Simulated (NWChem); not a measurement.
Species: C2H6N, doublet; SMILES C[CH]N

```xyz
9

C      0.1914     1.2521    -0.0154
C     -0.5233    -0.0529     0.1236
N      0.2184    -1.2264    -0.1077
H     -0.4574     2.0817     0.2856
H      1.0890     1.2903     0.6208
H      0.5293     1.4547    -1.0485
H     -1.5613    -0.1174    -0.1968
H      1.1336    -1.2205     0.3358
H     -0.2748    -2.0775     0.1436
```
Atoms are numbered in this order, from 1.

Computed with NWChem. Spin-unrestricted. Structure relaxed at the B3LYP/6-31G* (spherical d), spin-unrestricted level. No stability test was run on the SCF state. Vzz is the largest principal value of the second derivative of the potential at the nucleus (NWChem prints the opposite sign); η is the asymmetry. Non-relativistic.

For level B3LYP/def2-SVP:

| Property | Result |
|---|---|
| Vzz N3 (a.u.) | -0.892 |

Question: What are these values for level UHF/def2-TZVP?

Answer: 
| Item | Result |
|---|---|
| Vzz N3 (a.u.) | -0.988 |
